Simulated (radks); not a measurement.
Excited configurations of Au3+: one electron is placed in a higher orbital outside [Xe] 4f14 5d7. The ground configuration is [Xe] 4f14 5d8. Calculated with a radial shooting solver on a logarithmic mesh with Libxc functionals: scalar-relativistic Kohn-Sham, r2SCAN, spin-unpolarised, spherical densities, finite nucleus; meta-GGA in the generalised Kohn-Sham scheme; Fermi nuclear charge, rms radius 5.4371 fm. Excitation = E - E(ground); binding = E(ion) - E, where the ion is the core of charge +4; n* = 4/sqrt(2 binding) in atomic units, and the quantum defect is n - n*.

| outer orbital | excitation (eV) | binding (eV) | n* | quantum defect |
|---|---|---|---|---|
| 5f | 33.311 | 14.614 | 3.859 | 1.141 |
| 6s | 8.816 | 39.110 | 2.359 | 3.641 |
| 6p | 19.169 | 28.756 | 2.751 | 3.249 |
| 6d | 29.790 | 18.135 | 3.465 | 2.535 |
| 6f | 38.273 | 9.653 | 4.749 | 1.251 |
| 7s | 29.233 | 18.693 | 3.413 | 3.587 |
| 7p | 32.791 | 15.135 | 3.793 | 3.207 |
| 7d | 37.099 | 10.827 | 4.484 | 2.516 |
| 7f | 41.225 | 6.701 | 5.700 | 1.300 |

The Delta-SCF ionisation energy is 47.926 eV (NIST Atomic Spectra Database: 45 eV, theoretical). Self-interaction in the functional shifts the binding energies and quantum defects, so they are the method's values and not measured ones. Spin polarisation and multiplet splitting are left out, so open shells lie too high by an amount that depends on their filling. Spin-orbit splitting is averaged out at the scalar-relativistic level.

Beside tabulated values, note that spin-unpolarised runs miss the spin-polarisation part of the exchange energy of open shells.
